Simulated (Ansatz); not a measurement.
A nudged elastic band was laid between two geometries of C₂H₃AlClFOSi (10 atoms, charge 0, multiplicity 1).

Level of theory: Ansatz, RKS B3LYP/STO-3G.

```json
{
  "movable images": "9",
  "climbing image": "yes",
  "spring": "5.0 eV/Å²",
  "optimiser": "quadratic models (default)",
  "start path": "through a guess of the saddle point",
  "force threshold": "0.05 eV/Å",
  "iteration limit": "26",
  "end points": "relaxed"
}
```

Initial state:

```xyz
10
Properties=species:S:1:pos:R:3
O 0.636 -2.260 -0.475
C 0.680 -0.954 0.008
C -0.067 0.180 0.027
Al -1.692 0.849 -0.566
F -2.758 -0.028 -1.421
Cl -2.270 2.818 -0.164
Si 1.537 0.343 0.903
H -0.272 -2.320 -0.960
H 1.623 0.300 2.346
H 2.666 1.020 0.304
```

Final state:

```xyz
10
Properties=species:S:1:pos:R:3
O 0.332 -1.991 -0.535
C 0.617 -0.767 0.043
C 0.022 0.453 0.170
Al -1.621 0.947 -0.495
F -2.501 2.308 -0.466
Cl -2.450 -0.723 -1.507
Si 1.659 0.364 0.973
H -0.605 -1.839 -0.959
H 1.796 0.240 2.408
H 2.834 0.958 0.371
```

(1) What changes between the two ends?

(2) Give the energies along the band, and the barrier.

(3) What is the geometry of the highest image?

Results:

(1) No bond is made or broken. The dihedral C2–C3–Al4–Cl6 goes from 180 to 0°.

(2) It converged. The highest image is number 4 of 0 to 10, 0.078 eV above the first end and 0.171 eV above the last; the last end lies 0.093 eV below the first. A vibrational analysis at the climbing image gives no mode beyond 40i cm⁻¹: the surface is too flat there to confirm a saddle point. Limits of this set-up: minimal basis.

| image | path coordinate (Å) | energy (eV) | dihedral C2–C3–Al4–Cl6 (°) |
| --- | --- | --- | --- |
| 0 | 0.00 | 0.000 | 180 |
| 1 | 0.73 | 0.011 | -159 |
| 2 | 1.46 | 0.038 | -139 |
| 3 | 2.19 | 0.066 | -118 |
| 4 | 2.92 | 0.078 | -96 |
| 5 | 3.58 | 0.069 | -77 |
| 6 | 4.24 | 0.042 | -57 |
| 7 | 4.91 | 0.004 | -37 |
| 8 | 5.57 | -0.033 | -18 |
| 9 | 6.23 | -0.057 | -5 |
| 10 | 6.90 | -0.093 | 0 |

(3) 
```xyz
10
Properties=species:S:1:pos:R:3
O 0.855 -2.061 -0.886
C 0.744 -0.897 -0.124
C -0.104 0.135 0.098
Al -1.754 0.848 -0.383
F -3.160 0.429 0.309
Cl -1.918 2.335 -1.848
Si 1.448 0.226 1.078
H -0.012 -2.081 -1.443
H 1.462 -0.111 2.484
H 2.522 1.126 0.718
```

The run took 5.3 min on 1 thread of Intel(R) Xeon(R) Platinum 8375C CPU @ 2.90GHz (Ice Lake), on a shared host, peak memory 0.16 GiB.
